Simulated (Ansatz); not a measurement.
Mulliken charges of `C[Si](F)(Cl)N=C=O` from ωB97M-V/def2-TZVPP in Ansatz (PBE0-D4/def2-TZVP geometry).

```tsv
atom	x (Å)	y (Å)	z (Å)	charge (e)
C1	-1.547	-0.479	-0.141	-0.437
Si2	0.146	-0.326	0.546	0.709
F3	0.081	0.028	2.091	-0.284
Cl4	1.185	-2.071	0.377	-0.197
N5	1.010	0.915	-0.220	-0.303
C6	1.991	1.433	-0.672	0.329
O7	2.910	1.974	-1.128	-0.210
H8	-2.103	-1.261	0.380	0.130
H9	-2.083	0.466	-0.028	0.132
H10	-1.506	-0.731	-1.202	0.131
```

Task: By hand: the dipole of these point charges (1 e Å = 4.8032 D).

Result: Σ q r = (-0.485, -0.040, -0.249) e Å, of length 0.547 e Å = 2.63 D.

Task: How does the dipole of the full density compare? (Estimate.)

Result: Ansatz gave: (-0.459, -0.085, -0.159) e Å, 2.37 D; the point charges give 1.11 times that, at 10° from its direction.

Point charges leave out the atoms' own dipoles, such as those of lone pairs, and Mulliken's split depends on the basis, so the close match here is no proof of good charges.
